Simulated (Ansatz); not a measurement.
# FGeH3Si2: where a starting geometry ends

The starting geometry of this gas-phase singlet was optimised with GFN2-xTB.

```yaml
atoms:
  - { symbol: F, position_ang: [-0.8221, 0.9797, 0.5618] }
  - { symbol: Ge, position_ang: [-1.3448, 0.6900, -2.7247] }
  - { symbol: Si, position_ang: [0.0053, 0.4936, -0.7643] }
  - { symbol: Si, position_ang: [-1.6488, 2.7537, -2.0316] }
  - { symbol: H, position_ang: [0.3880, -0.8626, -0.3669] }
  - { symbol: H, position_ang: [1.2084, 1.3237, -0.5953] }
  - { symbol: H, position_ang: [-1.7872, 4.1364, -1.5168] }
```

Task: Predict what it relaxes into with r2SCAN-D4/def2-SVP.

Result: A new bond forms, giving a structure given below by its coordinates. Contacts that close: Si3–Si4 (3.07 → 2.48 Å).

The energy falls by 0.78 eV over 17 steps:

```
step  E − E(last) (eV)
   1             0.785
   3             0.350
   5             0.149
   6             0.101
   8             0.039
  10             0.011
  12             0.002
  13             0.000
  15             0.000
  17             0.000
```

Final geometry (Å):

```yaml
atoms:
  - { symbol: F, position_ang: [-0.9447, 0.3810, 0.7945] }
  - { symbol: Ge, position_ang: [-1.9614, 0.4266, -2.4797] }
  - { symbol: Si, position_ang: [-0.2447, 0.7729, -0.6292] }
  - { symbol: Si, position_ang: [-1.3556, 2.4649, -2.0561] }
  - { symbol: H, position_ang: [0.6916, -0.3329, -0.9704] }
  - { symbol: H, position_ang: [0.6194, 1.9821, -0.3755] }
  - { symbol: H, position_ang: [-0.8057, 3.8199, -1.7214] }
```

Frequencies at the end are all real (lowest 90 cm⁻¹). Run with Ansatz 0.2.0, 44 s on 1 thread of Intel(R) Xeon(R) Platinum 8488C (Sapphire Rapids), with other jobs on the host.
